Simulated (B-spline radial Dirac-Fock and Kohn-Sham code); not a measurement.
Pt⁶⁹⁺: scattering cross sections and density moments

System: platinum as Pt⁶⁹⁺ in the configuration 1s2 2s2 2p5.

Input file task.json (cfg lists n, l and occupation; rrms is the nuclear radius in fm):

```json
{"items": [{
  "Z": 78,
  "q": 69,
  "cfg": [[1, 0, 2], [2, 0, 2], [2, 1, 5]],
  "A": 195,
  "rrms": 5.427,
  "do": ["scatter"],
  "s": [0.0, 0.09, 0.1, 0.13, 0.15, 0.19, 0.23, 0.27, 0.33, 0.4, 0.49, 0.6, 0.72, 0.88, 1.06, 1.29, 1.56, 1.9, 2.3, 2.79, 3.38, 4.1, 4.98],
  "pz": [0, 0.1, 0.2, 0.3, 0.4, 0.5, 0.6, 0.8, 1.0, 1.2, 1.4, 1.6, 1.8, 2.0, 2.5, 3.0, 4.0, 5.0, 7.0, 10.0, 15.0, 20.0, 30.0, 40.0, 60.0, 100.0],
  "hv_scatter": [2000, 5000, 10000, 17479.3, 20000, 30000, 50000, 500000]
}]}
```

Launch: `python xray_run.py task.json out`

Model: Dirac-Fock densities. Program: an atomic code on a B-spline grid.

| Quantity | Value |
| --- | --- |
| Sum of ⟨r⟩ | 0.4899 bohr |
| Sum of ⟨r²⟩ | 0.03690 bohr² |
| Sum of ⟨1/r⟩ | 338.36 per bohr |
| Langevin diamagnetic susceptibility | -0.0292 × 10⁻⁶ cm³/mol |
| Lamb shielding (α²/3)Σ⟨1/r⟩ | 6006 ppm |

Coherent scattering is the Thomson cross section weighted by f₀², without anomalous dispersion; incoherent scattering is Klein-Nishina weighted by S. The Lamb formula is the non-relativistic shielding expression. Electron correlation is left out. A dash stands where the photon energy is too low for the impulse approximation behind that column.

```csv
hν (keV),coherent (b),incoherent (b),incoherent per electron (b)
2,53.84,–,–
5,53.62,–,–
10,52.84,–,–
17.4793,50.81,–,–
20,49.91,–,–
30,45.61,–,–
50,35.44,–,–
500,1.338,2.301,0.256
```

Values without a named source are computed, but for edge energies of neutral atoms, which are taken from tables.
